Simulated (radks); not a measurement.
Hg III, 78 electrons, occupied as [Xe] 4f14 5d9.5 6s0.5 (fractional occupations, a model configuration). All-electron calculation, scalar-relativistic Kohn-Sham, PBEsol, spin-unpolarised, spherical densities, finite nucleus; Fermi nuclear charge, rms radius 5.4648 fm. Program: a radial shooting solver on a logarithmic mesh with Libxc functionals.

Unscreened Slater integrals over Kohn-Sham orbitals (hartree).

F0(6s,6s): 0.38499
F0(6s,5d): 0.45203
G2(6s,5d): 0.10678
F0(6s,5p): 0.47525
G1(6s,5p): 0.036679
F0(6s,4f): 0.50481
G3(6s,4f): 0.014224
F0(5d,5d): 0.63513
F2(5d,5d): 0.32900
F4(5d,5d): 0.21792
F0(5d,5p): 0.72335
F2(5d,5p): 0.35794
G1(5d,5p): 0.43116
G3(5d,5p): 0.26698
F0(5d,4f): 0.82468
F2(5d,4f): 0.19154
F4(5d,4f): 0.088794
G1(5d,4f): 0.059637
G3(5d,4f): 0.057445
G5(5d,4f): 0.046331
F0(5p,5p): 0.86757
F2(5p,5p): 0.46734
F0(5p,4f): 1.0710
F2(5p,4f): 0.33089
G2(5p,4f): 0.12159
G4(5p,4f): 0.10413
F0(4f,4f): 1.8939
F2(4f,4f): 0.94490
F4(4f,4f): 0.60267
F6(4f,4f): 0.43651

Derived for the open shells (J is the average intra-shell exchange parameter used in DFT+U). 5d: Racah B = F2/49 - 5 F4/441 = 0.004243 hartree, C = 35 F4/441 = 0.01730 hartree, C/B = 4.08, F4/F2 = 0.662, J = (F2 + F4)/14 = 0.03907 hartree.
